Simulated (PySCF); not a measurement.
## PBE on Fe⁺ (iron, charge +1)

Configuration: [Ar] 3d5 4s2, high-spin 6S determinant (an excited configuration). Computed with PySCF 2.14 in x2c-QZVPPall (11s7p5d4f2g, 103 functions), with scalar relativity by spin-free X2C-1e.

```
Total energy                        : -1271.978 hartree
One-electron energy                 : -1741.726 hartree
Hartree (Coulomb) energy            : 525.257 hartree
Exchange-correlation energy         : -55.510 hartree
⟨S²⟩                                : 8.7549
⟨L²⟩                                : 0.000
Sum of ⟨r⟩                          : 19.00 bohr
Sum of ⟨r²⟩                         : 29.01 bohr²
Langevin diamagnetic susceptibility : -23.0 ×10⁻⁶ cm³/mol
```

| shell | electrons | mean orbital energy (eV) | rms radius, mean of both spins (bohr) |
| --- | --- | --- | --- |
| 1s β | 1 | -7007.7 | 0.0675 |
| 1s α | 1 | -7007.7 | 0.0675 |
| 2s α | 1 | -835.73 | 0.290 |
| 2s β | 1 | -833.18 | 0.290 |
| 2p α | 3 | -714.15 | 0.261 |
| 2p β | 3 | -712.22 | 0.261 |
| 3s α | 1 | -111.06 | 0.865 |
| 3s β | 1 | -105.19 | 0.865 |
| 3p α | 3 | -76.864 | 0.922 |
| 3p β | 3 | -71.128 | 0.922 |
| 3d α | 5 | -23.409 | 1.14 |
| 4s α | 1 | -14.502 | 2.77 |
| 4s β | 1 | -13.342 | 2.77 |

Densities and radii are taken from the X2C orbitals without a picture-change correction, which distorts them close to the nucleus.
